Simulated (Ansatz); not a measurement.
Isolated molecules relaxed with PBE0-D4/def2-TZVP in Ansatz; ΔE leaves out vibrations. CCSD(T)/CBS is the MP2 limit (def2-TZVPP, def2-QZVPP) plus CCSD(T) − MP2 in def2-TZVPP, frozen cores. This one scheme is used for every species. def2 core potentials past Kr. For Sn outer-core shells are correlated without core-valence functions, which leaves a few kJ/mol of doubt a bond. Each species was taken in one conformer, which may not be the lowest.

Reaction (redistribution): `[AlH2][S][SnH3]` + `CCBS` → `C[CH2][SnH3]` + `[AlH2][S]BS`

`[AlH2][S][SnH3]`:

```xyz
8

Al   -1.023    0.124    1.671
S    -0.721    1.413   -0.049
Sn    0.759   -0.005   -1.320
H    -0.292   -1.283    1.698
H    -1.961    0.641    2.831
H     2.168   -0.301   -0.409
H     1.113    0.875   -2.735
H    -0.043   -1.464   -1.686
```

`CCBS`:

Cartesian coordinates in Å:
```
C -0.872 -0.145 1.203
C 0.241 -0.422 0.193
B 0.575 0.788 -0.735
S 0.931 0.687 -2.474
H -1.825 0.039 0.701
H -0.647 0.737 1.806
H -1.017 -0.988 1.882
H 1.173 -0.627 0.743
H 0.029 -1.334 -0.374
H 0.638 1.904 -0.303
H 0.772 -0.639 -2.642
```

`C[CH2][SnH3]`:

Cartesian coordinates in Å:
```
C -1.368 0.034 -0.639
C -0.268 0.747 0.135
Sn 1.443 -0.499 0.512
H -1.017 -0.310 -1.616
H -1.739 -0.842 -0.101
H -2.223 0.693 -0.815
H 0.086 1.628 -0.407
H -0.633 1.097 1.103
H 2.106 -1.032 -0.973
H 0.969 -1.871 1.418
H 2.644 0.353 1.383
```

`[AlH2][S]BS`:

Cartesian coordinates in Å:
```
Al -1.490 0.617 -0.592
S -0.053 -0.910 -1.223
B 1.301 -0.960 -0.024
S 1.598 -0.021 1.458
H -1.271 1.474 0.720
H -2.743 0.793 -1.533
H 2.151 -1.762 -0.261
H 0.507 0.769 1.455
```

```
          species  CCSD(T)/CBS(def2) energy (Eh)
`[AlH2][S][SnH3]`                     -856.85532
           `CCBS`                     -502.91784
   `C[CH2][SnH3]`                     -294.92046
    `[AlH2][S]BS`                    -1064.83957
```

Task: Work out ΔE.

Result: ΔE = (-294.92046) + (-1064.83957) − (-856.85532) − (-502.91784) = 0.01313 Eh = +34.5 kJ/mol.

Largest T1 diagnostic among the species: 0.014.

Leaving LDA and LC-ωPBE aside and taking each functional with its dispersion term where it has one, the values, not all of them listed here, spread over 15.5 kJ/mol, from revPBE-D4 to BHLYP-D4. LDA lies −5.3 kJ/mol from PBE without D4. The D4 term adds −3.7 kJ/mol with B3LYP and −1.7 kJ/mol with PBE0; it sums over pairs of atoms, weighted by their polarisabilities, and B3LYP, whose exchange is more repulsive, gets the larger term.

B3LYP here is the variant with VWN-RPA as its local correlation; programs differ in this.
